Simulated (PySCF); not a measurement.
Compound: [ReO4]2- (charge -2 and doublet state).
Cartesian coordinates in Å at the PBE0-D3(BJ)/def2-SVP level; atoms count from 1:
```xyz
5
ReO4 angstrom
Re     0.0002   -0.0007   -0.0001
O      0.1419   -0.2262    1.7641
O      1.7013    0.2230   -0.4914
O     -0.8067    1.3770   -0.7959
O     -1.0367   -1.3731   -0.4766
```

Computed with PBE0-D3(BJ)/def2-SVP geometry optimisation, gas phase, def2 core potentials past Kr in PySCF 2.14.0.

Question: Which atoms are bound to Re1, and at what distances?

Answer: 4 atoms: O4 1.784 Å, O2 1.784 Å, O3 1.785 Å, O5 1.785 Å.

Question: List the angles at Re1.

Answer: 
| angle | degrees | distance of the outer atoms (Å) |
| --- | --- | --- |
| O3–Re1–O5 | 125.2 | 3.17 |
| O2–Re1–O4 | 125.1 | 3.17 |
| O2–Re1–O5 | 102.3 | 2.78 |
| O2–Re1–O3 | 102.3 | 2.78 |
| O4–Re1–O5 | 102.2 | 2.78 |
| O3–Re1–O4 | 102.2 | 2.78 |

Question: Describe the arrangement about Re1 in numbers.

Answer: Angles from 102.2° to 125.2°; τ4 = (360° − α − β)/141° = 0.78 with α and β the two widest (0 for a square, 1 for a tetrahedron).

Question: What are the rotational constants (commonest isotopes, rigid rotor)?

Answer: A = 4096, B = 4090, C = 3149 MHz: an oblate symmetric top.

Point group: D2d (tolerance 0.08 Å). Charge -2, doublet. ⟨S²⟩ = 0.755 (exact for a doublet: 0.75). Whether so highly charged an anion holds all its electrons in the gas phase wasn't checked; a finite basis holds them in any case. No counter-ion or solvent screens the charge of this multiply charged ion. The geometry's basis has no diffuse functions, a weakness for an anion. Stationary, but not proved a minimum.

For an open-shell metal species like this, the optimisation's SCF solution wasn't tested for stability and no frequencies at its level were run, so a lower state or another shape may exist.
